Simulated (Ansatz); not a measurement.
Reaction (ligand exchange at a Ge–C bond): `C[S][GeH]([CH3])[Cl]` + CH₃OH → `C[O][GeH]([Cl])[S]C` + CH₄

Gas-phase electronic energies from Ansatz, PBE0-D4/def2-TZVP geometries. CCSD(T)/CBS is the MP2 limit (def2-TZVPP, def2-QZVPP) plus CCSD(T) − MP2 in def2-TZVPP, frozen cores. This one scheme is used for every species. DFT in def2-TZVPP. B3LYP here is the variant with VWN-RPA as its local correlation; programs differ in this. For Ge outer-core shells are correlated without core-valence functions, which leaves a few kJ/mol of doubt a bond. Scalar relativity is left out up to krypton. One conformer a species, not always the lowest.

Problem. Is it downhill or uphill in electronic energy at CCSD(T)/CBS, and by how much? (An estimate is asked.)

Solution. The calculation gave: Downhill: ΔE = -54.9 kJ/mol.

Problem. What do these levels give: r2SCAN-D4, PBE0-D4, ωB97X-V, r2SCAN, PBE0, B3LYP, HF/def2-TZVPP, CCSD/def2-TZVPP, HF/def2-QZVPP, MP2/def2-QZVPP, SCS-MP2/def2-QZVPP, HF/CBS(def2)? (Estimate.)

Solution. Computed: r2SCAN-D4 -62.0, PBE0-D4 -52.3, ωB97X-V -58.9, r2SCAN -61.0, PBE0 -49.4, B3LYP -57.0, HF/def2-TZVPP -58.8, CCSD/def2-TZVPP -55.6, HF/def2-QZVPP -58.9, MP2/def2-QZVPP -57.1, SCS-MP2/def2-QZVPP -58.5, HF/CBS(def2) -58.9 kJ/mol.

Largest T1 diagnostic among the species: 0.011.

From PBE to PBE0 (25 % exact exchange), in def2-TZVPP and without D4, ΔE moves by +3.1 kJ/mol. The D4 term adds −4.9 kJ/mol with B3LYP and −2.9 kJ/mol with PBE0; it sums over pairs of atoms, weighted by their polarisabilities, and B3LYP, whose exchange is more repulsive, gets the larger term.
